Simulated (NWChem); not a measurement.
TiH₄O₃; SMILES [OH][TiH]([OH])[OH]

```xyz
8

Ti     0.0000     0.0000    -0.1447
O      0.4607    -1.6498     0.3003
H      0.0085    -2.4400     0.6083
O     -1.6591     0.4259     0.3003
H     -2.1173     1.2126     0.6083
O      1.1984     1.2239     0.3003
H      2.1088     1.2273     0.6083
H      0.0000     0.0000    -1.8355
```
Atoms are numbered in this order, from 1.

Level: PBE0/def2-SVP (NWChem), optimised geometry, unscaled harmonic frequencies. 

List the harmonic frequencies with IR intensities, and the thermochemistry.


| frequency (cm⁻¹) | IR intensity (km/mol) |
|---|---|
| 164 | 45.4 |
| 185 | 24.8 |
| 185 | 24.8 |
| 303 | 9.9 |
| 303 | 9.9 |
| 342 | 222.5 |
| 417 | 208.3 |
| 417 | 208.3 |
| 428 | 79.7 |
| 591 | 26.1 |
| 591 | 26.1 |
| 767 | 51.8 |
| 860 | 282.8 |
| 860 | 282.8 |
| 1735 | 266.7 |
| 3949 | 314.9 |
| 3949 | 314.9 |
| 3956 | 79.3 |

```yaml
zero_point_energy: 28.6 kcal/mol
thermal correction to the enthalpy at 298.15 K (with zero-point energy): 33.7 kcal/mol
heat capacity Cv: 24.7 cal/(mol K)
entropy at 298.15 K and 1 atm (symmetry number 3): 78.2 cal/(mol K)
dipole_moment: 2.56 D
```

Rigid rotor and harmonic oscillator.
